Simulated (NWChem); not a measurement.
System: C$_{3}$H$_{5}$ClSi; SMILES [SiH3]C(Cl)=C=C

The following NWChem deck was run.

```
start job
memory heap 200 mb stack 900 mb global 1100 mb
geometry units angstroms noautoz
  C     -0.640802    -2.624461    -0.209258
  C     -0.305521    -1.367627    -0.002803
  C     -0.023342    -0.094222     0.191949
  Si    -1.264531     1.317537     0.018064
  Cl     1.610730     0.420022     0.651888
  H     -0.556235    -3.085480    -1.209087
  H     -1.012879    -3.262715     0.611436
  H     -2.598564     0.748430    -0.371949
  H     -0.779563     2.275626    -1.033136
  H     -1.371859     2.045726     1.328169
end
basis spherical
  * library def2-svp
end
dft
  xc scan
  grid xcoarse
  iterations 150
  mulliken
end
task dft gradient
```

Output (shortened):

```
             Northwest Computational Chemistry Package (NWChem) 7.3.0
             --------------------------------------------------------

 CS  symmetry detected

                             Geometry "geometry" -> ""
                             -------------------------

 Output coordinates in angstroms (scale by  1.889725989 to convert to a.u.)

  No.       Tag          Charge          X              Y              Z
 ---- ---------------- ---------- -------------- -------------- --------------
    1 C                    6.0000    -0.23844688    -2.70710820     0.00000000
    2 C                    6.0000    -0.07344765    -1.40041620     0.00000000
    3 C                    6.0000     0.03521375    -0.08614594     0.00000000
    4 Si                  14.0000    -1.42513059     1.11020017     0.00000000
    5 Cl                  17.0000     1.62541432     0.69963027     0.00000000
    6 H                    1.0000    -0.30768525    -3.27806719    -0.94263460
    7 H                    1.0000    -0.30768525    -3.27806719     0.94263460
    8 H                    1.0000    -2.70243345     0.32017842     0.00000000
    9 H                    1.0000    -1.35116329     1.98073056    -1.22264364
   10 H                    1.0000    -1.35116329     1.98073056     1.22264364

 Effective nuclear repulsion energy (a.u.)     241.2656456849

      Symmetry information
      --------------------

 Group name             Cs
 Group number              2
 Group order               2
 No. of unique centers     8

                                 NWChem DFT Module
                                 -----------------

 Summary of "ao basis" -> "ao basis" (spherical)
 ------------------------------------------------------------------------------
       Tag                 Description            Shells   Functions and Types
 ---------------- ------------------------------  ------  ---------------------
 C                          def2-svp                 6       14   3s2p1d
 Si                         def2-svp                 8       18   4s3p1d
 Cl                         def2-svp                 8       18   4s3p1d
 H                          def2-svp                 3        5   2s1p

      Symmetry analysis of basis
      --------------------------

        a'         70
        a"         33

            General Information
            -------------------
          SCF calculation type: DFT
          Wavefunction type:  closed shell.
          No. of atoms     :    10
          No. of electrons :    54
           Alpha electrons :    27
            Beta electrons :    27
          Charge           :     0
          Spin multiplicity:     1
          Use of symmetry is: on ; symmetry adaption is: on
          Maximum number of iterations: 150
          AO basis - number of functions:   103
                     number of shells:    49
          Convergence on energy requested:  1.00D-06
          Convergence on density requested:  1.00D-05
          Convergence on gradient requested:  5.00D-04

              XC Information
              --------------
                         SCAN Method XC Functional
                  SCAN metaGGA Exchange Functional  1.000
                        SCAN Correlation Potential  1.000

             Grid Information
             ----------------
          Grid used for XC integration:  xcoarse
          Radial quadrature: Mura-Knowles
          Angular quadrature: Lebedev.
          Tag              B.-S. Rad. Rad. Pts. Rad. Cut. Ang. Pts.
          ---              ---------- --------- --------- ---------
          C                   0.70       21          11.0       194
          Si                  1.10       42          11.0       194
          Cl                  1.00       42          11.0       194
          H                   0.35       21          13.0       194
          Grid pruning is: on
          Number of quadrature shells:   210
          Spatial weights used:  Erf1

      Superposition of Atomic Density Guess
      -------------------------------------

 Sum of atomic energies:        -863.43289017

      Non-variational initial energy
      ------------------------------

 Total energy =    -865.627306
 1-e energy   =   -1669.097561
 2-e energy   =     562.204610
 HOMO         =      -0.271054
 LUMO         =      -0.021366

      Symmetry analysis of molecular orbitals - initial
      -------------------------------------------------

  Numbering of irreducible representations:

     1 a'          2 a"

  Orbital symmetries:

[...]

                         DFT ENERGY GRADIENTS

    atom               coordinates                        gradient
                 x          y          z           x          y          z
   1 C      -0.450599  -5.115693   0.000000   -0.000947  -0.007510   0.000000
   2 C      -0.138796  -2.646403   0.000000   -0.000322   0.000968   0.000000
   3 C       0.066544  -0.162792   0.000000    0.008197   0.011724   0.000000
   4 Si     -2.693106   2.097974   0.000000   -0.001689  -0.000591   0.000000
   5 Cl      3.071588   1.322109   0.000000   -0.001867  -0.000449   0.000000
   6 H      -0.581441  -6.194649  -1.781321   -0.000492  -0.003793  -0.005323
   7 H      -0.581441  -6.194649   1.781321   -0.000492  -0.003793   0.005323
   8 H      -5.106859   0.605049   0.000000   -0.001473   0.000866   0.000000
   9 H      -2.553328   3.743038  -2.310461   -0.000457   0.001289  -0.001667
  10 H      -2.553328   3.743038   2.310461   -0.000457   0.001289   0.001667
```

Level: SCAN/def2-SVP. Coordinates come from a PBE-D3(BJ)/def2-SVP optimisation.
